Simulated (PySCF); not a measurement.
## Interval between two levels of Sc²⁺ by level of theory

Sc²⁺ [Ar] 3d1 [2D5/2, M_J = 5/2] → Sc²⁺ [Ar] 4p1 [2P3/2, M_J = 3/2], as a difference of total energies. Computed with PySCF 2.14 in x2c-TZVPall-2c with one added diffuse shell each of s, p, d type (7s8p5d1f, 63 functions), with the two-component X2C-1e Hamiltonian. Correlated levels: [Ne] frozen. "Screened" scales the spin-orbit matrix elements by Boettger's factors to mimic the two-electron term; Breit and QED terms are absent.

```
                    method  interval between two levels (cm⁻¹)
           GHF (spin-free)                               58161
          GMP2 (spin-free)                               56022
 GHF (screened spin-orbit)                               58230
GMP2 (screened spin-orbit)                               56100
```
